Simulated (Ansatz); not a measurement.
Two members of one family (Series BeX2), computed with Ansatz in the gas phase. The two geometries come from different levels. Binding counts from free atoms in the multiplicity of their measured ground term, without zero-point energy. A dash marks a value that wasn't run or was left out as unsound. The structures are stationary points that may keep the symmetry of their start. Remarks come from the PBE and PBE0 runs and from stability tests at other levels; not every state was tested. HOMO above LUMO (over both spins in singlets and doublets, within one spin in higher multiplets; at PBE or PBE0), or a gap under 0.15 eV within one spin, warns that the state may not be the lowest or that an electron is smeared out.

First: BeCl2 (singlet, charge 0, r2SCAN-D4/def2-TZVP geometry).

| atom | x (Å) | y (Å) | z (Å) |
| --- | --- | --- | --- |
| Be1 | 0.0000 | 0.0000 | 0.0000 |
| Cl2 | 1.0376 | 0.0735 | -1.4742 |
| Cl3 | -1.0376 | -0.0735 | 1.4742 |

| level | HOMO (eV) | LUMO (eV) | gap (eV) | vertical IE (eV) | binding per atom (eV) |
| --- | --- | --- | --- | --- | --- |
| PBE-D4/def2-SVP | -8.02 | -1.00 | 7.01 | – | 3.30 |
| PBE-D4/def2-TZVP | -8.13 | -1.14 | 6.99 | 11.47 | 3.29 |
| PBE0-D4/def2-TZVP | -9.54 | -0.50 | 9.05 | 11.88 | 3.26 |
| r2SCAN0-D4/def2-TZVP | -9.79 | -0.13 | 9.66 | – | 3.27 |
| LC-ωPBE/def2-TZVP | -12.38 | 1.05 | 13.44 | – | 3.21 |

Remarks: gap within one spin near zero at PBE or PBE0 (+1 doublet).

Second: BeF2 (singlet, charge 0, PBE-D4/def2-TZVP geometry).

```csv
atom,x (Å),y (Å),z (Å)
Be1,0.0010,-0.0005,0.0009
F2,0.3892,-0.9461,-0.9428
F3,-0.3902,0.9466,0.9419
```

Question: Estimate the same table for the second.

Answer: 
```tsv
level	HOMO (eV)	LUMO (eV)	gap (eV)	vertical IE (eV)	binding per atom (eV)
PBE-D4/def2-SVP	-9.36	-1.28	8.08	–	4.48
PBE-D4/def2-TZVP	-9.66	-1.41	8.25	14.20	4.48
PBE0-D4/def2-TZVP	-11.71	-0.72	10.99	14.72	4.31
r2SCAN0-D4/def2-TZVP	-12.07	-0.34	11.73	–	4.27
LC-ωPBE/def2-TZVP	-14.62	0.77	15.40	–	4.40
```
